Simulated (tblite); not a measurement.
C₅H₁₄BNSi.
SMILES with atom numbers: `[CH2:1]=[CH:2][CH2:3][NH:4][B:5]([CH3:6])[SiH2:7][CH3:8]` (hydrogens: H9, H10 on C1; H11 on C2; H12, H13 on C3; H14 on N4; H15, H16, H17 on C6; H18, H19 on Si7; H20, H21, H22 on C8)

Computed with GFN2-xTB (tblite), gas phase: L-BFGS steps from a force-field or distance-geometry start until the largest atomic force falls under 0.01 eV/Å.

Step 42: E = -644.7756 eV
```
atom  x, y, z in Å  |  force x, y, z in eV/Å
C1      3.5032   -1.1018   -0.2025    0.001  -0.013  -0.054
C2      2.8779    0.0417   -0.4136    0.074   0.009   0.059
C3      1.4875    0.1178   -0.9739    0.110   0.032   0.051
N4      0.5024    0.0219    0.0927    0.017  -0.018   0.033
B5     -0.6448    0.7654    0.3133   -0.039  -0.056  -0.093
C6     -0.9692    2.0116   -0.6300    0.006   0.023   0.027
Si7    -1.9614   -0.0375    1.5412    0.025   0.130  -0.045
C8     -2.7488   -1.3698    0.4009    0.025   0.084   0.067
H9      4.4828   -1.1541    0.2431   -0.039  -0.001  -0.030
H10     3.0514   -2.0376   -0.4911    0.047  -0.054   0.036
H11     3.3391    0.9751   -0.1269   -0.039   0.060   0.042
H12     1.3348    1.0599   -1.4949    0.045   0.038  -0.068
H13     1.3424   -0.7100   -1.6813   -0.057  -0.009   0.006
H14     0.7172   -0.7512    0.7080    0.008  -0.058  -0.063
H15    -2.0325    2.2414   -0.6616    0.004  -0.010   0.006
H16    -0.6349    1.8822   -1.6598   -0.067  -0.021   0.033
H17    -0.4727    2.9095   -0.2598    0.004  -0.004   0.034
H18    -1.4557   -0.7489    2.7372    0.021  -0.025  -0.019
H19    -3.0381    0.8147    2.0870   -0.016  -0.033  -0.061
H20    -2.2523   -2.3298    0.5170   -0.068   0.011   0.040
H21    -2.6306   -1.0764   -0.6395   -0.092  -0.015   0.000
H22    -3.8081   -1.5046    0.5937    0.032  -0.070  -0.001
```

Step 43: E = -644.7796 eV
```
atom  x, y, z in Å  |  force x, y, z in eV/Å
C1      3.5040   -1.1000   -0.2004    0.003  -0.010  -0.073
C2      2.8790    0.0436   -0.4134    0.058   0.006   0.093
C3      1.4897    0.1208   -0.9784    0.139   0.030  -0.004
N4      0.5019    0.0188    0.0853    0.081  -0.021   0.002
B5     -0.6435    0.7628    0.3115   -0.009  -0.096  -0.046
C6     -0.9688    2.0087   -0.6263    0.009   0.033   0.003
Si7    -1.9574   -0.0339    1.5412   -0.069   0.085  -0.021
C8     -2.7530   -1.3678    0.4064    0.025   0.069   0.052
H9      4.4803   -1.1547    0.2534   -0.059   0.009  -0.044
H10     3.0567   -2.0346   -0.5008    0.049  -0.048   0.049
H11     3.3347    0.9769   -0.1172   -0.034   0.054   0.040
H12     1.3415    1.0641   -1.4996    0.031   0.026  -0.049
H13     1.3491   -0.7056   -1.6897   -0.062   0.006   0.020
H14     0.7265   -0.7576    0.6926   -0.041  -0.055  -0.026
H15    -2.0306    2.2406   -0.6591   -0.030  -0.009   0.013
H16    -0.6350    1.8752   -1.6541   -0.055  -0.010  -0.027
H17    -0.4706    2.9054   -0.2589    0.022   0.028   0.049
H18    -1.4652   -0.7532    2.7393    0.023   0.003  -0.030
H19    -3.0417    0.8203    2.0753    0.026  -0.045  -0.059
H20    -2.2528   -2.3265    0.5222   -0.082   0.022   0.034
H21    -2.6438   -1.0792   -0.6369   -0.087  -0.009   0.023
H22    -3.8115   -1.5048    0.6066    0.061  -0.066   0.001
```

Step 44: E = -644.7837 eV
```
atom  x, y, z in Å  |  force x, y, z in eV/Å
C1      3.5049   -1.0985   -0.1997    0.011  -0.009  -0.070
C2      2.8809    0.0460   -0.4112    0.029   0.012   0.088
C3      1.4941    0.1244   -0.9827    0.123   0.025  -0.054
N4      0.5037    0.0168    0.0784    0.119  -0.021  -0.025
B5     -0.6427    0.7578    0.3073    0.032  -0.104   0.004
C6     -0.9687    2.0061   -0.6225    0.011   0.029  -0.021
Si7    -1.9542   -0.0291    1.5403   -0.131   0.010   0.007
C8     -2.7571   -1.3648    0.4124    0.008   0.030   0.021
H9      4.4770   -1.1560    0.2626   -0.052   0.015  -0.047
H10     3.0621   -2.0325   -0.5093    0.043  -0.035   0.049
H11     3.3288    0.9804   -0.1062   -0.016   0.035   0.042
H12     1.3486    1.0681   -1.5057    0.027   0.013  -0.022
H13     1.3541   -0.7014   -1.6958   -0.045   0.018   0.026
H14     0.7363   -0.7638    0.6770   -0.084  -0.052   0.011
H15    -2.0294    2.2395   -0.6552   -0.050   0.001   0.024
H16    -0.6373    1.8692   -1.6491   -0.037   0.006  -0.079
H17    -0.4671    2.9002   -0.2557    0.026   0.047   0.052
H18    -1.4721   -0.7572    2.7401    0.015   0.042  -0.051
H19    -3.0439    0.8272    2.0617    0.050  -0.044  -0.046
H20    -2.2550   -2.3231    0.5280   -0.076   0.031   0.029
H21    -2.6590   -1.0828   -0.6344   -0.070   0.002   0.043
H22    -3.8141   -1.5070    0.6188    0.068  -0.048   0.016
```

**Question.** Estimate the geometry and energy of step 45. (The exact step hangs on the optimiser's Hessian estimate; all steps are aligned on step 44, rigid shifts and turns removed.)

**Answer.** E = -644.7876 eV, largest force 0.142 eV/Å
```
atom  x, y, z in Å  |  force x, y, z in eV/Å
C1      3.5051   -1.0964   -0.2002    0.023  -0.010  -0.047
C2      2.8827    0.0495   -0.4071    0.001   0.021   0.047
C3      1.5004    0.1288   -0.9881    0.063   0.013  -0.074
N4      0.5077    0.0133    0.0709    0.111  -0.009  -0.039
B5     -0.6413    0.7490    0.3023    0.064  -0.072   0.033
C6     -0.9679    2.0023   -0.6193    0.010   0.012  -0.034
Si7    -1.9530   -0.0246    1.5396   -0.126  -0.063   0.018
C8     -2.7611   -1.3614    0.4189   -0.023  -0.022  -0.014
H9      4.4718   -1.1567    0.2715   -0.024   0.017  -0.039
H10     3.0669   -2.0301   -0.5178    0.035  -0.017   0.039
H11     3.3214    0.9855   -0.0931    0.005   0.005   0.046
H12     1.3550    1.0733   -1.5114    0.030  -0.003   0.005
H13     1.3584   -0.6962   -1.7023   -0.008   0.029   0.023
H14     0.7447   -0.7722    0.6609   -0.104  -0.052   0.038
H15    -2.0285    2.2371   -0.6507   -0.042   0.009   0.035
H16    -0.6397    1.8631   -1.6460   -0.027   0.031  -0.103
H17    -0.4617    2.8930   -0.2505    0.016   0.044   0.037
H18    -1.4785   -0.7590    2.7408    0.004   0.075  -0.066
H19    -3.0433    0.8365    2.0468    0.042  -0.025  -0.020
H20    -2.2584   -2.3192    0.5338   -0.049   0.028   0.024
H21    -2.6753   -1.0854   -0.6307   -0.047   0.016   0.050
H22    -3.8157   -1.5106    0.6309    0.044  -0.026   0.039
```

The energy changes by -0.0039 eV. The first-order estimate −F·Δx gives -0.0054 eV and the mean of the old and new forces, exact on a quadratic surface, -0.0039 eV. The step makes an angle of 74° with the force vector and moves no atom by more than 0.020 Å.

The cost below is that of the whole relaxation. The run took 2.6 s on one thread of an Arm Neoverse N1 (shared host).
